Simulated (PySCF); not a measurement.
**The second ionisation energy along the 5p block**

All values are computed (PySCF 2.14, energy differences of UHF-based or UKS calculations, no spin-orbit coupling). Values in eV. The last column holds reference values (NIST; (s) semi-empirical, (t) theoretical, else measured). Unmarked ones compare directly (S terms, centres of terms, or small fine structure); those marked * lie between the lowest fine-structure levels and include a spin-orbit shift.

| element | configurations | UHF | LDA | PBE | PBE0 | SCS-MP2 (valence and next inner shell) | CCSD(T) (valence) | reference |
| --- | --- | --- | --- | --- | --- | --- | --- | --- |
| In (aug-cc-pwCVTZ-PP with ECP28MDF, ECP) | [Kr] 4d10 5s2 → [Kr] 4d10 5s1 | 17.008 | 19.497 | 19.056 | 18.720 | 18.841 | 17.911 | 18.870 |
| Sn (aug-cc-pwCVTZ-PP with ECP28MDF, ECP) | [Kr] 4d10 5s2 5p1 → [Kr] 4d10 5s2 | 13.758 | 14.410 | 14.232 | 14.269 | 14.075 | 14.055 | 14.282 |
| Sb (aug-cc-pwCVTZ-PP with ECP28MDF, ECP) | [Kr] 4d10 5s2 5p2 → [Kr] 4d10 5s2 5p1 | 16.003 | 16.655 | 16.470 | 16.533 | 16.410 | 16.391 | 16.626 ± 0.025 * |
| Te (aug-cc-pwCVTZ-PP with ECP28MDF, ECP) | [Kr] 4d10 5s2 5p3 → [Kr] 4d10 5s2 5p2 | 18.345 | 18.925 | 18.750 | 18.852 | 18.814 | 18.798 | 18.6 ± 0.4 * |
| I (aug-cc-pwCVTZ-PP with ECP28MDF, ECP) | [Kr] 4d10 5s2 5p4 → [Kr] 4d10 5s2 5p3 | 17.671 | 19.029 | 18.724 | 18.739 | 18.499 | 18.481 | 18.750 |
| Xe (aug-cc-pwCVTZ-PP with ECP28MDF, ECP) | [Kr] 4d10 5s2 5p5 → [Kr] 4d10 5s2 5p4 | 20.067 | 21.367 | 21.057 | 21.104 | 20.968 | 20.881 | 20.975 (s) * |

```tsv
method	elements	mean error (eV)	mean absolute error (eV)	largest error (eV)
UHF	3	-1.155	1.155	-1.863
LDA	3	0.345	0.345	0.627
PBE	3	0.037	0.087	0.186
PBE0	3	-0.058	0.058	-0.150
SCS-MP2 (valence and next inner shell)	3	-0.162	0.162	-0.251
CCSD(T) (valence)	3	-0.485	0.485	-0.959
```

Errors include the incompleteness of the basis and the frozen core.

"Valence" correlates the outer s and p shells and, in groups 3 to 12 and the f block, the outer d or f shell, open or full, or the next shell where the ion has no valence electron left; the wider scheme adds the next inner shell.
